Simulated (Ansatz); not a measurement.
CoF3⁺. The state is a sextet with charge 1. Geometry PBE0-D4/def2-TZVP, that of the neutral quintet.

```xyz
4

Co    0.000    0.000    0.000
F     1.098    0.058    1.321
F    -1.678    0.261    0.265
F     0.579   -0.319   -1.587
```

HSE06 is defined as in plane-wave codes, on full-range PBE exchange.

(1) Estimate the α-spin orbital energies around the gap (eV) in Ansatz with PBE-D4/def2-TZVP, BLYP-D4/def2-TZVP, r2SCAN-D4/def2-TZVP, PBE0-D4/def2-TZVP, HSE06-D4/def2-TZVP.

## Answers

(1) 
```tsv
orbital	PBE-D4/def2-TZVP	BLYP-D4/def2-TZVP	r2SCAN-D4/def2-TZVP	PBE0-D4/def2-TZVP	HSE06-D4/def2-TZVP
HOMO−9	-21.05	-20.92	-22.15	-24.91	-24.48
HOMO−8	-19.07	-19.03	-19.76	-21.73	-21.30
HOMO−7	-18.97	-18.91	-19.75	-21.58	-21.16
HOMO−6	-18.96	-18.91	-19.57	-21.33	-20.91
HOMO−5	-18.96	-18.86	-19.57	-21.33	-20.91
HOMO−4	-18.16	-18.13	-18.80	-20.78	-20.36
HOMO−3	-17.98	-17.92	-18.80	-20.78	-20.36
HOMO−2	-17.98	-17.92	-18.77	-20.50	-20.08
HOMO−1	-16.57	-16.50	-17.40	-19.43	-19.01
HOMO	-16.57	-16.50	-17.40	-19.43	-19.01
LUMO	-8.46	-8.47	-8.19	-7.65	-8.02
LUMO+1	-6.60	-6.60	-6.30	-5.76	-6.14
LUMO+2	-2.91	-2.90	-2.42	-1.99	-2.37
LUMO+3	-2.91	-2.90	-2.42	-1.99	-2.37
LUMO+4	-2.22	-2.32	-1.55	-1.50	-1.81
LUMO+5	-0.77	-0.82	-0.14	-0.09	-0.44
β HOMO	-17.37	-17.32	-17.78	-18.86	-18.46
β LUMO	-16.09	-16.11	-15.83	-15.02	-15.39
```
